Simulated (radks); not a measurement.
Values are calculated unless marked as measured or tabulated.
Problem. Species: the praseodymium ion Pr31+. Configuration: [Ar] 3d10. Code: a radial shooting solver on a logarithmic mesh with Libxc functionals. Model: non-relativistic Kohn-Sham, PBE, spin-polarised, spherical densities, point nucleus; relativity is left out, which matters for an element this heavy. Some entries of the table are withheld. Estimate them.

orbital  occ.  eigenvalue (hartree)  <r^2> (bohr^2)  r(max) (bohr)
1s          2                   (1)       0.0008851            (2)
2s          2             -268.5990         0.01414        0.09363
2p          6             -256.7301             (3)        0.07300
3s          2                   (4)         0.09023            (5)
3p          6             -82.32579             (6)         0.2473
3d         10             -72.94824         0.06758         0.1978

Solution. 
(1) 1s eigenvalue (hartree): -1500.906
(2) 1s r(max) (bohr): 0.01705
(3) 2p <r^2> (bohr^2): 0.01055
(4) 3s eigenvalue (hartree): -87.44308
(5) 3s r(max) (bohr): 0.2607
(6) 3p <r^2> (bohr^2): 0.08455
